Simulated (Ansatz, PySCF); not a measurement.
System: H2Se, net charge 0, singlet state. SMILES: [SeH2]
Coordinates optimised at B3LYP-D3(BJ)/def2-TZVP (Ansatz, a quantum-chemistry and plane-wave program):
```xyz
3

Se    -0.0012     0.0571     0.0009
H     -1.0300    -0.9935    -0.0128
H      1.0722    -0.9476    -0.0191
```

Wanted: atomisation energy, in kcal/mol. Terms: atomisation electronic, to ground-state atoms; no dispersion term unless named; spin-orbit terms left out; non-relativistic; UHF or UKS for open shells. First-principles rows: single points at B3LYP-D3(BJ) geometries (Ansatz).

```
species        coefficient  E at B3LYP/STO-3G (Ansatz), Eh  E at M06-2X/def2-TZVPD (PySCF), Eh
-------------  -----------  ------------------------------  ----------------------------------
[SeH2] (H2Se)           -1                     -2376.04098                         -2402.76602
H atom                  +2                        -0.46753                            -0.49815
Se atom                 +1                     -2374.78029                         -2401.52202
```

 1 Eh = 627.5095 kcal/mol.

### Question
Compute it at each level from the table.

### Answer

- B3LYP/STO-3G: the sum of coefficient times E is 0.32563 Eh, or 204.34 kcal/mol. Result: 204.3 kcal/mol.
- M06-2X/def2-TZVPD: the sum of coefficient times E is 0.24770 Eh, or 155.43 kcal/mol. Result: 155.4 kcal/mol.
